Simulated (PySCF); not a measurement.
Below is a simulated gas-phase C 1s photoelectron spectrum of `c1c(CO)[n-]nc1`.

Every computed line was given a Gaussian of 0.4 eV full width at half maximum and an area set by the number of equivalent atoms; the highest printed point is 100. Computed, not measured: delta-SCF UKS SCAN, pcX-2 on the ionised atom, pcseg-1 elsewhere, spin-free X2C in PySCF 2.14.0.

```tsv
binding energy (eV)	intensity
284.1	0
284.2	2
284.3	7
284.4	20
284.5	38
284.6	51
284.7	50
284.8	41
284.9	42
285.0	62
285.1	90
285.2	100
285.3	81
285.4	48
285.5	20
285.6	6
285.7	1
285.8	0
285.9	0
286.0	0
286.1	0
286.2	0
286.3	0
286.4	0
286.5	0
286.6	0
286.7	0
286.8	0
286.9	0
287.0	0
287.1	0
287.2	1
287.3	5
287.4	15
287.5	31
287.6	48
287.7	51
287.8	39
287.9	21
288.0	8
288.1	2
288.2	0
```

Task: Count the maxima, the lines and the sites behind this envelope.

Result: The curve has 3 maxima (at 284.6, 285.2 and 287.7 eV). Under it lie 4 lines from 4 inequivalent carbon sites. At this width some lines have no maximum of their own.

Task: Decompose the envelope and assign each component. Numbering: `[OH:1][CH2:2][c:3]1[cH:4][cH:5][n:6][n-:7]1`.

Result: 
```csv
position (eV),relative area,line,atoms,environment
284.63,1,C 1s,C4,aromatic CH carbon
285.14,1,C 1s,C5,aromatic CH next to a ring nitrogen
285.23,1,C 1s,C3,substituted aromatic carbon
287.67,1,C 1s,C2,carbinol carbon (C–OH)
```

Lowest listed C 1s: C4, bonded to 2 C (aromatic in the SMILES) and H. Highest, 3.04 eV above it: C2, bonded to O, C and 2 H. Summing the Pauling electronegativity differences to the bonded atoms, each weighted by its formal bond order, gives -0.35 for the lowest site and +0.19 for the highest; the largest sum, +0.74, belongs to C3, 2.44 eV below the top.

The curve has no shake-up lines and no vibrational structure. The species carries charge -1, so core ionisation leaves a neutral species. The basis sets have no added diffuse functions. Isolated species at its GFN2-xTB geometry (one conformer only).

Conformer computed: `[OH:1][CH2:2][c:3]1[cH:4][cH:5][n:6][n-:7]1`: O1–C2–C3–C4 180°, H–O1–C2–C3 0°.
